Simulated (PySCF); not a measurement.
Atom-mapped SMILES (the numbers label the heavy atoms): `[SiH3:1]/[CH:2]=[CH:3]/[SiH2:4][CH2:5][Cl:6]`. Hydrogens are named by the atom that carries them.

GIAO PBE0/pcSseg-1 shifts (PySCF, gas phase, non-relativistic, equivalent atoms averaged), each against references optimised in the same way as the molecule (TMS, HCl).

On the GFN2-xTB geometry: Si4 -49.8, Si1 -70.7, C2 156.6, C3 151.1, C5 29.4, Cl6 32, H(C2) 7.42, H(C3) 6.94, H(Si4) 4.49, H(Si1) 4.22, H(C5) 3.18 ppm.

Task: What changes on the PBE0-D3(BJ)/def2-SVP geometry?

Result: 
```
 atoms  δ (ppm)  change
   Si4    -35.6   +14.2
   Si1    -64.4    +6.3
    C2    156.4    -0.2
    C3    157.4    +6.3
    C5     31.7    +2.3
   Cl6       23      -9
 H(C2)     7.07   -0.35
 H(C3)     7.47   +0.53
H(Si4)     4.36   -0.13
H(Si1)     4.23   +0.01
 H(C5)     2.86   -0.32
```

Bonds between heavy atoms that differ most (equivalent bonds averaged): Si4–C5 1.914 → 1.896 Å, C2–C3 1.333 → 1.345 Å, C3–Si4 1.881 → 1.870 Å, Si1–C2 1.884 → 1.875 Å, C5–Cl6 1.787 → 1.793 Å. Mean change of bonds to hydrogen: Si–H +0.029 Å, C–H +0.014 Å. The two structures also differ in conformation, which adds to the changes.
